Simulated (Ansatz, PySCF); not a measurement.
Energy difference R1 → P1 + P2, each structure at its B3LYP-D3(BJ)/def2-TZVP stationary point, reached from a drawn start (curvature not checked).
P1: OH (SMILES [OH]), charge 0, multiplicity 2.
R1, FeH2O2 (SMILES [OH][Fe][OH]) (charge 0, multiplicity 5):
```xyz
5

Fe    -0.129    -0.093    -0.003
O      0.090    -0.544     1.716
O     -0.439     0.291    -1.724
H      0.303     0.010     2.468
H      0.176     0.336    -2.457
```
P2, FeHO (SMILES [OH][Fe]) (charge 0, multiplicity 6):
```
atom    x (Å)    y (Å)    z (Å)
----  -------  -------  -------
Fe    -0.1782  -0.0535  -1.4326
O     -0.2310  -0.0693   0.3720
H      0.4091   0.1228   1.0607
```

P less R. No zero-point or thermal terms; open shells are unrestricted; no spin–orbit coupling. The spin states of the d-block species are the ones drawn and need not be the lowest.

Correlated levels freeze the cores.

Programs: Ansatz (an electronic-structure program); PySCF for the D3/D4 terms. All values are computed, each at the level named.

Total energies in hartree:

```
structure  PBE/def2-TZVPP  B3LYP-D3(BJ)/def2-TZVPP  CCSD(T)/def2-QZVPP
---------  --------------  -----------------------  ------------------
P1             -75.683357               -75.770086          -75.662568
R1           -1415.106444             -1415.538919        -1414.286506
P2           -1339.241243             -1339.596184        -1338.452990
```

### Question
Work out the reaction energy at each level in kJ/mol (1 hartree = 2625.49964 kJ/mol), and say how far PBE/def2-TZVPP lies from CCSD(T)/def2-QZVPP.

### Answer
- PBE/def2-TZVPP: (-75.683357) + (-1339.241243) − (-1415.106444) = 0.181844 hartree = 477.4 kJ/mol
- B3LYP-D3(BJ)/def2-TZVPP: (-75.770086) + (-1339.596184) − (-1415.538919) = 0.172649 hartree = 453.3 kJ/mol
- CCSD(T)/def2-QZVPP: (-75.662568) + (-1338.452990) − (-1414.286506) = 0.170948 hartree = 448.8 kJ/mol
PBE/def2-TZVPP less CCSD(T)/def2-QZVPP: 28.6 kJ/mol. CCSD(T)/def2-QZVPP is the level counted from, the highest shown, and no exact or measured value.
